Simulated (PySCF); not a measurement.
## Rh⁺: excitation energy

Rh⁺ [Kr] 4d8 (3F) → Rh⁺ [Kr] 4d7 5s1 (5F), as a difference of total energies. All numbers are calculated (PySCF 2.14, scalar relativity through the core potential, in aug-cc-pVTZ-PP with one added diffuse shell each of s, p, d, f, g type with ECP28MDF (7s7p6d4f3g, 113 functions)). Correlated levels: valence: 4s2 4p6 frozen. The calculations carry no spin-orbit coupling.

```
           method  excitation energy (eV)
              UHF                   1.286
              LDA                   1.870
              PBE                   1.861
             PBE0                   1.904
           r2SCAN                   1.687
           revPBE                   1.886
        BHandHLYP                   1.962
            B97-3                   2.235
    MP2 (valence)                   2.124
SCS-MP2 (valence)                   2.445
```

Errors of the correlated levels include the incompleteness of this basis and the frozen core.

Question: Which method comes closest to the reference value, and which is furthest?

Answer: The reference is 2.126 eV (measured; NIST levels, between the centres of gravity of the two terms). Closest: MP2 (valence) (error -0.002 eV); furthest: UHF (error -0.840 eV).
